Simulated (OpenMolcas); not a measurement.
Lines of Ne4+: computed and rescaled rates

```
Program             : OpenMolcas
Method              : SS-CASPT2, IPEA 0.25 Eh, imaginary shift 0.1 Eh (closed shells correlated: 1s)
Basis               : ANO-RCC-VTZP [4s3p2d1f]
Scalar Hamiltonian  : DKH2, point nucleus
Active space        : 4 electrons in 4 orbitals (2s 2p)
State averaging     : 2S+1 = 3 even, 6 roots (3 in the spin-orbit step); 2S+1 = 1 even, 6 roots kept (CI in the orbitals of an earlier block); 2S+1 = 5 odd, 1 root; 2S+1 = 3 odd, 9 roots kept (CI in the orbitals of an earlier block); 2S+1 = 1 odd, 8 roots kept (CI in the orbitals of an earlier block)
Spin-orbit coupling : RASSI with atomic mean-field integrals over the reference wave functions, term energies averaged over their components
```

Rates come from the transition moments of the reference wave functions (E1 and E2 in the length form). At fixed line strength A goes as λ^-3 for E1 and M1 and as λ^-5 for E2, so a rate at the computed wavelength can be rescaled to the measured one. Measured vacuum wavelengths follow from level energies in NIST levels in Podobedova, Fuhr, Reader and Wiese, J. Phys. Chem. Ref. Data 33, 525 (2004). Branching counts decays inside the model space alone, at computed energies, and the table is only a selection of the E1 lines, drawn from those between levels with measured partners whose computed energy lies within a factor of 1.5 of the measured one.

```tsv
Upper	Lower	Type	λ computed (nm)	λ measured (nm)	A computed (s-1)	A rescaled (s-1)	Branching %
2s 2p3 3D* 2	2s2 2p2 3P2	E1	57.49	57.21	3.15e+08	3.20e+08	22.5
2s 2p3 3D* 1	2s2 2p2 3P2	E1	57.49	57.2	3.29e+07	3.34e+07	2.3
2s 2p3 3D* 3	2s2 2p2 3P2	E1	57.49	57.23	1.38e+09	1.40e+09	100.0
2s 2p3 3D* 2	2s2 2p2 3P1	E1	57.25	56.98	1.08e+09	1.10e+09	77.4
2s 2p3 3D* 1	2s2 2p2 3P1	E1	57.25	56.98	5.65e+08	5.73e+08	40.2
2s 2p3 3D* 1	2s2 2p2 3P0	E1	57.12	56.84	8.06e+08	8.18e+08	57.4
2s 2p3 3P* 0	2s2 2p2 3P1	E1	48.09	48.13	3.95e+09	3.94e+09	100.0
2s 2p3 1D* 2	2s2 2p2 1D2	E1	41.42	41.62	1.11e+10	1.09e+10	100.0
```

The largest correction is for 2s 2p3 3D* 1 → 2s2 2p2 3P2 (E1): 3.29e+07 × (57.49 / 57.2)^3 = 3.34e+07 s-1, a factor of 1.02.

The computed rate and branching of 2s 2p3 3P* 0 → 2s2 2p2 3P1 give the upper level a radiative lifetime of 1.000 / 3.95e+09 s-1 = 2.53e-10 s, counting decays inside the model space alone. The rescaled rate gives about 2.5e-10 s.

The computed order of these levels differs from the measured one in 1 place, and where term gaps are wrong the rates of spin-changing lines can be off by large factors.

No measured rate stands beside these. Rescaling mends the energy factor alone: line strengths can still be far off where a level mixes with configurations outside the active space, and weak or spin-changing lines hang on small mixing coefficients that depend on the term gaps too, so rescaling need not improve them.

CASPT2 breaks the degeneracy within a term, and the mean is taken; among the terms shown or strongly mixed into the levels shown the widest spread is 84 cm-1 (2s 2p3 1D*). Terms from blocks run as CI alone lack orbitals of their own. Measured partners are found by configuration, term and J. A level has none where our copy of the source lacks it or the pairing is in doubt (some pairs that miss far off the trend of their configuration count as doubtful). Only configurations of the active space appear.

* marks odd parity.
